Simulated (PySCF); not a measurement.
Cd(Me)(SH) (CH4CdS), SMILES [CH3][Cd][SH].

Geometry optimised at PBE0-D3(BJ)/def2-TZVP. The def2 effective core potentials stand for the cores of Cd; spin–orbit coupling is left out. Other conformers were not sampled.

Computed with PySCF with IEF-PCM-B3LYP/def2-SVP.

The values are the electrostatic part of the solvation free energy, E(continuum) − E(gas) at the gas-phase geometry, in a cavity of scaled van der Waals radii (PySCF's table); cavitation and dispersion terms are not included. A continuum can't describe solvent molecules that bind to the metal. In vacuum the orbital gap is 5.79 eV. The dipole moment in vacuum is 2.02 D.

### Question
Estimate the values in water (ε = 78.36), acetonitrile (ε = 35.69), N,N-dimethylformamide (ε = 37.22). (An estimate is asked for; the answer gives what the named calculation found.)

### Answer

```json
[
 {"solvent": "water", "ε": "78.36", "ΔG(elec) (kcal/mol)": "-8.6", "dipole (D)": "2.76", "gap (eV)": "6.37"},
 {"solvent": "acetonitrile", "ε": "35.69", "ΔG(elec) (kcal/mol)": "-8.4", "dipole (D)": "2.75", "gap (eV)": "6.35"},
 {"solvent": "N,N-dimethylformamide", "ε": "37.22", "ΔG(elec) (kcal/mol)": "-8.4", "dipole (D)": "2.75", "gap (eV)": "6.35"}
]
```
